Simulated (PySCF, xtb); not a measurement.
C2H6OSi2, SMILES O[Si@@H]1C=C[SiH2]1. One conformer was computed; it need not be the lowest.

Harmonic wavenumbers (cm⁻¹) from GFN2-xTB in xtb 6.7.1 at its own minimum, in rising order: 137, 154, 274, 292, 377, 406, 461, 494, 512, 611, 656, 715, 730, 737, 796, 824, 883, 938, 1077, 1264, 1560, 2139, 2191, 2258, 3016, 3040, 3683.

Question: What does PBE-D3(BJ)/def2-SVP (PySCF) give at its own minimum? (Estimate from the structure and the level; the computed values follow.)

Answer: 122, 170, 279, 310, 392, 421, 486, 568, 630, 662, 708, 726, 744, 786, 860, 887, 916, 986, 1019, 1226, 1500, 2131, 2140, 2173, 3048, 3070, 3758. Paired by order, the mean absolute difference is 41 cm⁻¹ and the zero-point energies are 43.2 and 43.9 kcal/mol.
